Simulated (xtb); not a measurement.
Species: H₈GeN₄, SMILES `[NH2][Ge]([NH2])([NH2])[NH2]` (charge 0, multiplicity 1).

Q: Give a relaxed geometry from GFN2-xTB run with xtb.

A: This is not unique; one that fits is the end point of this relaxation, one of several conformers (outside a Z-matrix the atoms follow the SMILES, hydrogens last).
Cartesian coordinates (Å) in one orientation:
```xyz
13

N      0.226    -1.015     1.506
Ge     0.000     0.000     0.000
N     -0.943    -1.088    -1.129
N     -0.877     1.568     0.346
N      1.594     0.534    -0.723
H      0.521    -0.491     2.319
H     -0.593    -1.544     1.767
H     -0.954    -0.778    -2.091
H     -0.633    -2.049    -1.123
H     -1.865     1.459     0.529
H     -0.778     2.260    -0.383
H      2.298    -0.190    -0.756
H      2.003     1.334    -0.261
```
